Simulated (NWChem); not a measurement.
System: C$_{2}$H$_{4}$F$_{2}$OSi; SMILES F[SiH](OC=C)F

The following NWChem deck was run.

```
start job
memory heap 200 mb stack 900 mb global 1100 mb
geometry units angstroms noautosym nocenter noautoz
  C      0.535567    -2.426807     0.084896
  C     -0.612637    -1.827115    -0.228229
  O     -0.801927    -0.488563    -0.367309
  Si     0.003279     0.749711     0.355160
  F     -0.646135     2.090405    -0.229639
  F      1.555763     0.739944    -0.063588
  H      1.464341    -1.870862     0.237426
  H      0.564984    -3.513940     0.167544
  H     -1.532847    -2.387636    -0.420927
  H     -0.097594     0.720219     1.821841
end
basis spherical
  * library 6-31g*
end
dft
  xc hfexch
  iterations 150
end
property
  shielding
end
task dft property
```

NWChem printed, in part:

```
             Northwest Computational Chemistry Package (NWChem) 7.3.0
             --------------------------------------------------------

                             Geometry "geometry" -> ""
                             -------------------------

 Output coordinates in angstroms (scale by  1.889725989 to convert to a.u.)

  No.       Tag          Charge          X              Y              Z
 ---- ---------------- ---------- -------------- -------------- --------------
    1 C                    6.0000     0.53556700    -2.42680700     0.08489600
    2 C                    6.0000    -0.61263700    -1.82711500    -0.22822900
    3 O                    8.0000    -0.80192700    -0.48856300    -0.36730900
    4 Si                  14.0000     0.00327900     0.74971100     0.35516000
    5 F                    9.0000    -0.64613500     2.09040500    -0.22963900
    6 F                    9.0000     1.55576300     0.73994400    -0.06358800
    7 H                    1.0000     1.46434100    -1.87086200     0.23742600
    8 H                    1.0000     0.56498400    -3.51394000     0.16754400
    9 H                    1.0000    -1.53284700    -2.38763600    -0.42092700
   10 H                    1.0000    -0.09759400     0.72021900     1.82184100

 Effective nuclear repulsion energy (a.u.)     313.5088746061

  xc_inp: hfexch multiplicative factor not found.
                              NWChem Property Module
                              ----------------------

  itol2e modified to match energy
  convergence criterion.

                                 NWChem DFT Module
                                 -----------------

 Summary of "ao basis" -> "ao basis" (spherical)
 ------------------------------------------------------------------------------
       Tag                 Description            Shells   Functions and Types
 ---------------- ------------------------------  ------  ---------------------
 C                           6-31g*                  6       14   3s2p1d
 O                           6-31g*                  6       14   3s2p1d
 Si                          6-31g*                  8       18   4s3p1d
 F                           6-31g*                  6       14   3s2p1d
 H                           6-31g*                  2        2   2s

  itol2e modified to match energy
  convergence criterion.

[...]

          -----------------------------------------
          Chemical Shielding Tensors (GIAO, in ppm)
          -----------------------------------------

                                NWChem CPHF Module
                                ------------------

  scftype          =     RHF
  nclosed          =       28
  nopen            =        0
  variables        =     1904
  # of vectors     =        3
  tolerance        = 0.10D-03
  level shift      = 0.00D+00
  max iterations   =       50
  max subspace     =       30

 SCF residual:    4.4823000049721296E-005

Iterative solution of linear equations
  No. of variables     1904
  No. of equations        3
  Maximum subspace       30
        Iterations       50
       Convergence  1.0D-04

   iter   nsub   residual    time
   ----  ------  --------  ---------
     1      3    1.65D+00      39.2
     2      6    4.17D-01      42.7
     3      9    6.48D-02      46.0
     4     12    7.07D-03      49.8
     5     15    8.28D-04      53.2
     6     18    1.01D-04      56.9
     7     21    2.18D-05      60.6

      Atom:    1  C
        Diamagnetic
    264.3483     -5.5841      4.7161
     -5.5841    265.4716     -2.0426
      4.7161     -2.0426    245.2577

        Paramagnetic
   -146.8535    -39.4780    -12.0301
    -39.4780   -245.6024      0.9683
    -12.0301      0.9683    -71.6597

        Total Shielding Tensor
    117.4948    -45.0621     -7.3139
    -45.0621     19.8692     -1.0743
     -7.3139     -1.0743    173.5980

           isotropic =     103.6540
          anisotropy =     106.5942

          Principal Components and Axis System
                 1           2           3
              174.7168    134.0743      2.1710

      1        -0.1566      0.9177      0.3650
      2         0.0387     -0.3636      0.9307
      3         0.9869      0.1599      0.0214

      Atom:    2  C
        Diamagnetic
    250.0807     -6.0330      5.2090
     -6.0330    267.4971     -2.9313
      5.2090     -2.9313    230.9615

        Paramagnetic
   -171.6001    -53.1381    -17.9532
    -53.1381   -300.0580     -3.0913
    -17.9532     -3.0913   -103.6073

        Total Shielding Tensor
     78.4806    -59.1711    -12.7442
    -59.1711    -32.5609     -6.0226
    -12.7442     -6.0226    127.3542

           isotropic =      57.7580
          anisotropy =     110.0820

          Principal Components and Axis System
                 1           2           3
              131.1460    100.9128    -58.7849

      1        -0.3190      0.8593      0.3997
      2         0.0806     -0.3956      0.9149
      3         0.9443      0.3241      0.0570

      Atom:    3  O
        Diamagnetic
    387.6098      6.1454      5.8568
      6.1454    417.7246      5.7221
      5.8568      5.7221    384.2087

        Paramagnetic
   -169.5621      6.9611    -22.4682
      6.9611   -175.5237     17.4948
    -22.4682     17.4948    -90.4237

        Total Shielding Tensor
    218.0477     13.1065    -16.6114
     13.1065    242.2009     23.2169
    -16.6114     23.2169    293.7850

           isotropic =     251.3446
          anisotropy =      79.1802

          Principal Components and Axis System
                 1           2           3
              304.1313    244.7918    205.1105

      1        -0.1316      0.5318      0.8366
      2         0.3234      0.8208     -0.4709
      3         0.9371     -0.2086      0.2800

      Atom:    4  Si
        Diamagnetic
    877.4138     -0.4649      0.7836
     -0.4649    879.1385      0.1633
      0.7836      0.1633    868.1547

[...]
```

Level: Hartree-Fock/6-31G* (spherical d), GIAO. All runs use the structure optimised with PBE0/def2-SVP. The printed shielding anisotropy is the first printed principal value minus the mean of the other two.
